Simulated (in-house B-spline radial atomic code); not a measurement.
Results of a calculation; reference values are marked as such.
Two electrons in Si: a Gaussian well −V exp(−r²/w²) with V = 36.6 meV and w = 16.6 nm

For Si the NSM archive of the Ioffe Institute lists m_l = 0.98 m0, m_t = 0.19 m0 and ε = 11.7; the model takes one isotropic valley with the conductivity mass 3/(1/m_l + 2/m_t) = 0.26 m0, and so misses anisotropy and the other valleys. All triplets below are those of one valley; with several valleys two electrons can form a triplet in the 1s orbital itself, at an energy set by the valley splitting.

Effective-mass model with parabolic bands, a uniform dielectric constant, no image charges, no central-cell or spin-orbit terms. Two-electron levels come from full CI in B-splines with partial waves to l = 5 (up to 0.001 effective hartree above the limit).

Question: What are the effective units, and what is the potential in them?

Answer: Ha* = 27211.386 meV × 0.26/11.7² = 51.68 meV and a* = 0.0529177 nm × 11.7/0.26 = 2.381 nm. V = 0.708 Ha* and w = 6.99 a*.

In these units the lowest s and p orbitals lie at -0.472355 and -0.329596, and their Coulomb and exchange integrals are J_ss = 0.304095, J_sp = 0.245611 and K_sp = 0.04743. Full CI gives -0.699162 for the ground singlet, -0.620894 for the sp triplet, -0.568116 for the sp singlet and -0.522264 for the lowest triplet of two s orbitals.

Question: What does it cost to add the second electron, to first order and exactly?

Answer: To first order E = 2ε_s + J_ss = -0.640614, so the charging energy E(2) − 2E(1) is J_ss = 15.72 meV. CI gives -0.699162 − 2 × (-0.472355) = 0.245547, or 12.69 meV: relaxation and correlation lower it by 3.026 meV, 19.3 % of J_ss. The s² configuration of one-electron orbitals holds 85.0 % of the state, and the mean radius is 8.48 nm. The second electron is bound by ε_s − E = 11.72 meV, against 24.41 meV for the first.

Question: How far above the singlet do the triplets lie?

Answer: To first order the sp triplet lies at ε_s + ε_p + J_sp − K_sp = -0.603770, which is 1.904 meV above 2ε_s + J_ss. CI gives -0.620894 − (-0.699162) = 0.078268, or 4.045 meV, 55 % of the orbital spacing of 7.378 meV. The ss triplet lies 9.143 meV up, so the lower of the two is the sp one, and its gap equals k_BT at 46.9 K. The sp singlet-triplet splitting is 2.728 meV, against 2K_sp = 4.903 meV.
